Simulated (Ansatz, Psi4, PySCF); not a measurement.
C₂H₄O₂, charge +1, doublet, at a GFN2-xTB geometry (a state made from the parent by changing its charge; the spin is typed, not shown lowest). Base run: PySCF with BHANDHLYP/STO-3G.

The PySCF input:
```python
from pyscf import gto, scf, dft

mol = gto.M(
    atom='''
C    -1.427215   -0.344774   -0.062846
O    -0.108325   -0.803329    0.059793
C     0.883663    0.035305   -0.040013
O     0.961308    1.207845    0.095805
H    -1.805255   -0.416984   -1.099670
H    -2.034504   -1.081611    0.491621
H    -1.535071    0.691863    0.281012
H     1.812279   -0.572576   -0.300594
''',
    basis='sto-3g',
    charge=1,
    spin=1,
    verbose=4,
)

mf = dft.UKS(mol)
mf.xc = 'bhandhlyp'
mf.kernel()
```

The same geometry, method and basis name were run in Ansatz (a first-principles code) and Psi4 and PySCF, at each program's defaults and at the settings that a row names. The base is PySCF at its defaults. Differences at the defaults can come from grids, fitting, cores and function types together.

```json
[
 {"code and settings": "PySCF, defaults (exact integrals, its default grid, spherical functions)", "ΔE vs base (mEh)": "0.000", "basis functions": "24", "E (Eh)": "-225.57367", "SCF cycles": "19"},
 {"code and settings": "Psi4, defaults (density fitting with its default set, its default grid, spherical functions)", "ΔE vs base (mEh)": "-0.898", "basis functions": "24", "E (Eh)": "-225.57457", "SCF cycles": "17"},
 {"code and settings": "Ansatz, defaults (factorised integrals, its default grid, spherical functions)", "ΔE vs base (mEh)": "0.005", "basis functions": "24", "E (Eh)": "-225.57366", "SCF cycles": "-"},
 {"code and settings": "PySCF, density fitting with def2-universal-jkfit", "ΔE vs base (mEh)": "-0.898", "basis functions": "24", "E (Eh)": "-225.57457", "SCF cycles": "19"},
 {"code and settings": "PySCF, fine grid", "ΔE vs base (mEh)": "0.000", "basis functions": "24", "E (Eh)": "-225.57367", "SCF cycles": "19"},
 {"code and settings": "Psi4, exact integrals, spherical functions, fine grid", "ΔE vs base (mEh)": "0.000", "basis functions": "24", "E (Eh)": "-225.57367", "SCF cycles": "22"},
 {"code and settings": "Ansatz, high accuracy", "ΔE vs base (mEh)": "0.000", "basis functions": "24", "E (Eh)": "-225.57367", "SCF cycles": "-"}
]
```

Open shells are given as the SCF converged; they aren't shown to be the lowest states, and a large step between rows can be another state.
